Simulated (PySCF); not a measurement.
**Correlation energy of P²⁺ (phosphorus, charge +2)**

[Ne] 3s1 3p1 4s1, high-spin 4P determinant (an excited configuration). Calculation: PySCF 2.14, in dyall-av3z (19s12p3d2f, 84 functions); no relativity, point nucleus. Frozen: [Ne]; 3 electrons correlated; the 23 highest virtual orbitals of each spin left out.

```tsv
level	correlation energy (mhartree)
CCSD	-12.55
(T)	-1.23
CCSD(T)	-13.78
```

Diagnostics: T1 = 0.072, D1 = 0.1767, largest double amplitude 0.255.

The outer electron is Rydberg-like, and this basis confines it to a smaller radius and binds it less than a complete one would. T1 exceeds 0.03, a sign that the reference determinant is poor. A double-excitation amplitude exceeds 0.15, a sign of near-degeneracy.

Cost of the coupled-cluster step: about 1.5 core-seconds, for 3 correlated electrons.

Iterations:

```
CC2 = 0
CCSD nocc = (np.int64(3), np.int64(0)), nmo = (56, 56)
frozen orbitals [[0, 1, 2, 3, 4, 61, 62, 63, 64, 65, 66, 67, 68, 69, 70, 71, 72, 73, 74, 75, 76, 77, 78, 79, 80, 81, 82, 83], [0, 1, 2, 3, 4, 61, 62, 63, 64, 65, 66, 67, 68, 69, 70, 71, 72, 73, 74, 75, 76, 77, 78, 79, 80, 81, 82, 83]]
max_cycle = 100
direct = 0
conv_tol = 1e-08
conv_tol_normt = 1e-06
diis_space = 8
diis_start_cycle = 0
Init t2, MP2 energy = -0.01004238081908
Init E_corr(UCCSD) = -0.0100423808200624
cycle = 1  E_corr(UCCSD) = -0.013589622117218  dE = -0.0035472413  norm(t1,t2) = 0.0349081
cycle = 2  E_corr(UCCSD) = -0.0150933643936356  dE = -0.00150374228  norm(t1,t2) = 0.0243285
cycle = 3  E_corr(UCCSD) = -0.0151221685434724  dE = -2.88041498e-05  norm(t1,t2) = 0.0263359
cycle = 4  E_corr(UCCSD) = -0.0159039868955067  dE = -0.000781818352  norm(t1,t2) = 0.0265995
cycle = 5  E_corr(UCCSD) = -0.0159585432726862  dE = -5.45563772e-05  norm(t1,t2) = 0.0155682
cycle = 6  E_corr(UCCSD) = -0.014319239540844  dE = 0.00163930373  norm(t1,t2) = 0.0157688
cycle = 7  E_corr(UCCSD) = -0.0128626956493733  dE = 0.00145654389  norm(t1,t2) = 0.0107575
cycle = 8  E_corr(UCCSD) = -0.012535691916129  dE = 0.000327003733  norm(t1,t2) = 0.00328646
cycle = 9  E_corr(UCCSD) = -0.0125670402213241  dE = -3.13483052e-05  norm(t1,t2) = 0.00118715
cycle = 10  E_corr(UCCSD) = -0.0125449200302679  dE = 2.21201911e-05  norm(t1,t2) = 0.00043899
cycle = 11  E_corr(UCCSD) = -0.0125539712399607  dE = -9.05120969e-06  norm(t1,t2) = 9.25059e-05
cycle = 12  E_corr(UCCSD) = -0.0125500580745735  dE = 3.91316539e-06  norm(t1,t2) = 2.01348e-05
cycle = 13  E_corr(UCCSD) = -0.0125512254680394  dE = -1.16739347e-06  norm(t1,t2) = 9.68463e-06
cycle = 14  E_corr(UCCSD) = -0.0125509240086524  dE = 3.01459387e-07  norm(t1,t2) = 2.48585e-06
cycle = 15  E_corr(UCCSD) = -0.0125509279699195  dE = -3.96126711e-09  norm(t1,t2) = 7.78971e-08
UCCSD converged
E(UCCSD) = -338.8831231513914  E_corr = -0.01255092796991947
UCCSD(T) correction = -0.00123121771821774
```
